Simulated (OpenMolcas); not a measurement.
**Cr4+: effect of the IPEA shift**

```json
{
 "Program": "OpenMolcas 26.06",
 "Basis": "ANO-RCC-VTZP [6s5p3d2f1g]",
 "Scalar Hamiltonian": "DKH2, point nucleus",
 "Active space": "8 electrons in 8 orbitals (RAS1 3p, at most 2 holes; RAS2 3d)",
 "State averaging": "2S+1 = 3 even, 10 roots; 2S+1 = 1 even, 15 roots",
 "Spin-orbit coupling": "RASSI with atomic mean-field integrals over the reference wave functions, term energies averaged over their components"
}
```

Methods on the same reference wave functions:
A. RASSCF
B. SS-RASPT2, IPEA 0 Eh, imaginary shift 0.1 Eh (closed shells correlated: 3s)
C. SS-RASPT2, IPEA 0.25 Eh, imaginary shift 0.1 Eh (closed shells correlated: 3s)

Energies in cm⁻¹ above 3d² ³F₂, the measured ground level; measured values from Sugar and Corliss, J. Phys. Chem. Ref. Data 6, 317 (1977).

| Level | A | B | C | Measured |
| --- | --- | --- | --- | --- |
| 3d² ³F₂ | 0.0 | 0.0 | 0.0 | 0.0 |
| 3d² ³F₃ | 532 | 534 | 534 | 508 |
| 3d² ³F₄ | 1212 | 1214 | 1214 | 1142 |
| 3d² ¹D₂ | 14998 | 13270 | 13320 | 13188 |
| 3d² ³P₀ | 18194 | 15890 | 16100 | 15492 |
| 3d² ³P₁ | 18382 | 16080 | 16290 | 15677 |
| 3d² ³P₂ | 18785 | 16490 | 16700 | 16041 |
| 3d² ¹G₄ | 25969 | 22300 | 22320 | 22019 |
| 3d² ¹S₀ | 54089 | 51380 | 51470 | 51146 |

Deviations, from unrounded energies. A percentage is the sum of absolute deviations over the sum of measured energies, with the sign that they share, or ± where signs differ.

```tsv
Against measurement	Levels	A	B	C
mean absolute deviation (cm-1)	8	2100	240	340
fine structure of the ground term (%)	2	+5.7	+5.9	+5.9
other terms of the ground configuration (%)	6	+12.6	+1.4	+2.0
```

B lies closest to measurement on these levels and A furthest from it. The largest miss of B in the table is 3d² ³P₂, by +450 cm-1. The ranking rests on the paired levels alone, and a cruder setting can come out closer through cancelling errors.

Between B and C the level of the table that moves most is 3d² ³P₁, by 210 cm-1 (lowest in B, highest in C). Moves below CASPT2's spread within the term are not significant.

The mean deviations of B to C differ by less than CASPT2's widest spread within a term (590 cm-1), so their order carries little weight.

From A to B the spin-free energies of the other terms of 3d² shown, above ³F, scale by factors of 0.85 to 0.95, as is usual when dynamic correlation screens the repulsion within a d or f shell.

The lowest spin-free term lies below A's lowest term by 0.218 hartree in B, 0.215 hartree in C.

CASPT2 does not keep the components of a term degenerate, so their means are used; among the terms shown or strongly mixed into the levels shown the widest spread is 590 cm-1 (3d² ³F, B). Active for correlation alone: 3p; no level in the range computed is led by a configuration that opens it, so any true level of that kind is missing. Without dynamic correlation excited terms often stand tens of per cent too high (terms of higher spin than the ground term too low), and those without a measured partner can miss by more than the paired ones (holds for A). Computed and measured levels are paired by configuration, term and J; levels that our copy of the source lacks, or whose pairing is in doubt (as where it misses far off the trend of its configuration), stay unpaired and out of the deviations. Levels of configurations outside the active space are missing.
